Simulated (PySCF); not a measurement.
Problem. Give a PBE0-D3(BJ)/def2-SVP geometry of `N#CC1=CN=CN1C1CCC1`.

Solution. 
```
atom  x, y, z in Å
N1     1.5900    3.5590    1.2678
C2     1.8312    2.4804    0.9114
C3     2.1093    1.1636    0.4793
C4     3.2978    0.5289    0.1481
N5     3.0563   -0.7548   -0.2024
C6     1.7540   -0.9156   -0.0932
N7     1.1219    0.2110    0.3136
C8    -0.2889    0.4098    0.5618
C9    -1.0516    1.4599   -0.2654
C10   -2.2572    0.5016   -0.2370
C11   -1.2794   -0.6507    0.0662
H12    4.2969    0.9625    0.1531
H13    1.2126   -1.8393   -0.2937
H14   -0.4297    0.5986    1.6386
H15   -1.1536    2.4681    0.1578
H16   -0.6195    1.5351   -1.2749
H17   -2.8708    0.4213   -1.1446
H18   -2.9200    0.7074    0.6166
H19   -1.5810   -1.4442    0.7649
H20   -0.9258   -1.1103   -0.8692
```

Any rigid rotation of these coordinates is as good. Atoms count from 1 in this order. The 6 C–C bonds span 1.387 Å (C3–C4, aromatic) to 1.541 Å (C10–C11, drawn single), a spread of 0.154 Å. N7 (pyrrole-type nitrogen) is planar (angles 128.4°, 125.6° and 106.0°, sum 360.0°, 0.01 Å off the plane of its three neighbours). Of the pairs four or more bonds apart, C11···H13 is among the closest relative to their van der Waals radii: 2.78 Å, 96 % of the sum of Bondi's values. The 4-membered ring C8–C9–C10–C11 has internal angles of 87.3° to 88.7°; it is puckered, 0.14 Å rms from its mean plane, widest ring torsion 21°.

Bonds between heavy atoms (Å): N1≡C2 1.161, C2–C3 1.413, C3–C4 1.387, C4–N5 1.352, N5–C6 1.317, C6–N7 1.354, N7–C8 1.446, C8–C9 1.539, C9–C10 1.540, C10–C11 1.541, C3–N7 1.382, C8–C11 1.533.

Method: PBE0-D3(BJ)/def2-SVP geometry optimisation, gas phase in PySCF 2.14.0.

Point group: C1 (no symmetry element, even within 0.4 Å). Not checked by PBE0-D3(BJ)/def2-SVP frequencies. One conformer, not necessarily the lowest (C6–N7–C8–C9 -119°, N7–C8–C9–C10 144°, C8–C9–C10–C11 -21°, C9–C10–C11–C8 21°, N7–C8–C11–C10 -144°).
